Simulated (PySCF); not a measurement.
Species: 4-bromobenzotrifluoride, C7H4BrF3.
SMILES: `FC(F)(F)c1ccc(Br)cc1`

The calculation used PySCF, PBE0-D3(BJ)/def2-SVP geometry optimisation, gas phase.

Masses are those of the commonest isotopes; rigid-rotor values at the optimised geometry. 

**Question.** Give the principal moments of inertia and the rotational constants in MHz.

**Answer.** Ia = 177.20, Ib = 1711.37, Ic = 1800.82 u·Å²; 505379 MHz·u·Å²/I gives A = 2852, B = 295.3, C = 280.6 MHz.

**Question.** Classify the top.

**Answer.** A near-prolate asymmetric top; Ray's κ = -0.989.

**Question.** What does the inertial defect say?

**Answer.** Not planar: Δ = Ic − Ia − Ib = -87.75 u·Å². For a rigid frame Δ = −2 Σ m c², so Σ m c² = 43.87 u·Å² lies off the ab plane: 0.00 from hydrogen and 43.87 from heavier atoms. The atom farthest from that plane is 1.25 Å away.

**Question.** Give the coordinates in the principal-axis frame, origin at the centre of mass.

**Answer.** The sense of each axis is arbitrary; atoms in the order of the calculation.
```
atom  mass (u)   a (Å)   b (Å)   c (Å)
  F1    18.998   3.482  -0.157   1.252
  C2    12.000   3.029   0.002   0.003
  F3    18.998   3.543   1.142  -0.463
  F4    18.998   3.534  -0.999  -0.725
  C5    12.000   1.526   0.008  -0.037
  C6    12.000   0.831  -1.202  -0.033
  C7    12.000  -0.560  -1.210  -0.019
  C8    12.000  -1.249   0.002  -0.010
 Br9    78.918  -3.132  -0.002   0.008
 C10    12.000  -0.565   1.217  -0.019
 C11    12.000   0.827   1.214  -0.032
 H12     1.008   1.380  -2.145  -0.048
 H13     1.008  -1.109  -2.153  -0.017
 H14     1.008  -1.118   2.158  -0.017
 H15     1.008   1.372   2.159  -0.044
```

**Question.** Where do the levels up to J = 4 lie, in cm⁻¹?

**Answer.** Above 0(0,0):
J = 1: 1(0,1) 0.0192, 1(1,1) 0.1045, 1(1,0) 0.1050
J = 2: 2(0,2) 0.0576, 2(1,2) 0.1424, 2(1,1) 0.1439, 2(2,1) 0.3997, 2(2,0) 0.3997
J = 3: 3(0,3) 0.1153, 3(1,3) 0.1993, 3(1,2) 0.2023, 3(2,2) 0.4574, 3(2,1) 0.4574, 3(3,1) 0.8850, 3(3,0) 0.8850
J = 4: 4(0,4) 0.1921, 4(1,4) 0.2752, 4(1,3) 0.2801, 4(2,3) 0.5342, 4(2,2) 0.5343, 4(3,2) 0.9619, 4(3,1) 0.9619, 4(4,1) 1.5606, 4(4,0) 1.5606
The levels of one J sum to (2J + 1)J(J + 1)(A + B + C)/3.

**Question.** Which types of transition are allowed, and where do some lines up to J = 2 fall?

**Answer.** The dipole components are |μa| = 1.13 D, |μb| = 0.03 D, |μc| = 0.08 D. The squared components, which scale the intensities, stand as 1.00 : 0.00 : 0.01 (a : b : c). Some lines, for components of 0.1 D or more:

```csv
type,branch,"J(Ka,Kc)",MHz,lower level (cm⁻¹)
a,R,"1(0,1) ← 0(0,0)",576,0.000
a,R,"2(1,2) ← 1(1,1)",1137,0.104
a,R,"2(0,2) ← 1(0,1)",1152,0.019
a,R,"2(1,1) ← 1(1,0)",1167,0.105
```

No PBE0-D3(BJ)/def2-SVP frequencies stand behind this structure, so it isn't proved a minimum. No vibrational averaging or centrifugal distortion is included, and the geometry carries the error of its method. Quadrupole hyperfine structure (79Br) is left out.

The run took 4.1 min wall on one thread of an Intel Xeon Platinum 8259CL at 2.50 GHz, no GPU (shared host), and the process peaked at 0.99 GiB of memory. This is the geometry optimisation.

Shape of the structure used: `[F:1][C:2]([F:3])([F:4])[c:5]1[cH:6][cH:7][c:8]([Br:9])[cH:10][cH:11]1`: F1–C2–C5–C6 -82°.
